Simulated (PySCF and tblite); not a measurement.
Values are calculated unless marked as measured or tabulated.
Barrier and rate of a rotation

System: C₅H₇F₂S (charge -1), numbered as in [F:1][CH:2]([F:3])[C:4]1([S-:5])[CH2:6][CH2:7][CH2:8]1.

Motion: rotation about the C2–C4 bond (torsion F1–C2–C4–S5 from -163° to -80°, rising). Geometries: GFN2-xTB; energies: PBE0/pcSseg-1 + D3(BJ); zero-point and thermal terms from GFN2-xTB harmonic modes (soft modes blended into free rotors). Rates follow Eyring's equation with the number of equivalent paths and no tunnelling. Run with tblite and PySCF.

| point | symmetry | E(GFN2) kcal/mol | E(DFT) kcal/mol | ZPE change kcal/mol | lowest mode cm⁻¹ |
| --- | --- | --- | --- | --- | --- |
| start | C1 | 0.0 | 0.0 | 0.00 | 66 |
| saddle | Cs | 1.4 | 3.8 | 0.14 | 57i |
| end | C1 | 0.0 | 0.0 | 0.00 | 65 |

```
Electronic barrier                                      : 3.8 kcal/mol
Barrier with zero-point energy                          : 3.9 kcal/mol
ΔH‡ (298 K)                                             : 3.3 kcal/mol
ΔS‡ (298 K, symmetry apart)                             : -4.2 cal/(mol K)
Paths                                                   : 1 equivalent path
End point                                               : the same structure with atoms interchanged, or its mirror image
Mean lifetime of the start against this motion at 298 K : 350 ps
Cost                                                    : 83 s on 1 thread of Arm Neoverse N1, on a host shared with other jobs (rough), peak memory 0.84 GiB, launched as `OMP_NUM_THREADS=1 python ens_run.py task.json out`
```

| T/K | ΔG‡ kcal/mol | k s⁻¹ |
| --- | --- | --- |
| 150 | 4.1 | 3.2×10⁶ |
| 200 | 4.2 | 9.6×10⁷ |
| 250 | 4.4 | 7.4×10⁸ |
| 298 | 4.6 | 2.8×10⁹ |
| 350 | 4.8 | 7.9×10⁹ |
| 400 | 4.9 | 1.7×10¹⁰ |
| 500 | 5.3 | 4.8×10¹⁰ |

ΔG and ΔG‡ leave out symmetry numbers and mirror images; rates count paths: 1 out.

The ion is treated without a counter-ion.
